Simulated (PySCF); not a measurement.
PySCF input:

```python
from pyscf import gto, scf, dft

mol = gto.M(
    atom='''
    Sn    0.00713831    0.00221012    0.27551140
    F     0.80132378    1.42193659   -0.79804079
    F    -0.84098107   -1.43421501   -0.73257812
    ''',
    basis='def2-tzvpd',
    ecp='def2-tzvp',
    charge=0,
    spin=2,
    verbose=4,
)

mf = scf.UHF(mol).density_fit(auxbasis='def2-universal-jkfit')
mf.conv_tol = 1e-9
mf.max_cycle = 100
mf.max_memory = 1500
mf.kernel()
if not mf.converged:
    mf = mf.newton()
    mf.kernel(mf.make_rdm1())
for _ in range(2):
    mo, _, stable, _ = mf.stability(return_status=True)
    if stable:
        break
    mf.kernel(mf.make_rdm1(mo, mf.mo_occ))
mf.analyze()
```

**Question.** Predict the final energy.

**Answer.** -412.30758 Eh (HF/def2-TZVPD).

This is an excited triplet: at this geometry the singlet lies 3.19 eV lower at RI-MP2/CBS(def2-TZVPPD,def2-QZVPPD)+[CCSD(T)-MP2]/def2-TZVPPD.
